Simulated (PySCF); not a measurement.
## HCoN + 2 HCl → CoCl₂ + NH₃

Level: PBE0 in the def2-TZVP basis family, all electrons, no relativity, computed in PySCF with density fitting; open shells unrestricted.

| species | state and structure | E (Eh) | ZPE (kJ/mol) | H(298 K) − H(0) (kJ/mol) | S° (J/(mol K)) |
| --- | --- | --- | --- | --- | --- |
| HCoN | quartet, Cs, Co–H 1.499 Å, Co–N 1.571 Å; H–Co–N 99.0° | -1437.70852 | 19.9 | 10.7 | 257.3 |
| HCl | singlet, C∞v, H–Cl 1.279 Å | -460.66440 | 17.9 | 8.7 | 186.6 |
| CoCl₂ | quartet, D∞h, Co–Cl 2.089 Å (×2) | -2302.77655 | 6.1 | 14.3 | 292.8 |
| NH₃ | singlet, C3v, N–H 1.013 Å (×3); H–N–H 107.1° (×3) | -56.51312 | 90.6 | 10.0 | 192.4 |

Q: What is the electronic reaction energy?

A: At PBE0/def2-TZVP, ΔE = -662.5 kJ/mol from the differences of the total energies times 2625.5, downhill. 

Q: Add zero-point, thermal and entropy terms for 298.15 K and 1 bar.

A: ΔZPE = 41.0 and Δ[H(298) − H(0)] = -3.8 kJ/mol give ΔH° = -625.3 kJ/mol. ΔS° = -145.3 J/(mol K), so ΔG° = -625.3 − 298.15 × (-0.1453) = -582 kJ/mol.

Open d or f shells are single determinants, so the state found may not be the ground state. The structures come from searches over a few start shapes, so lower isomers are not excluded.
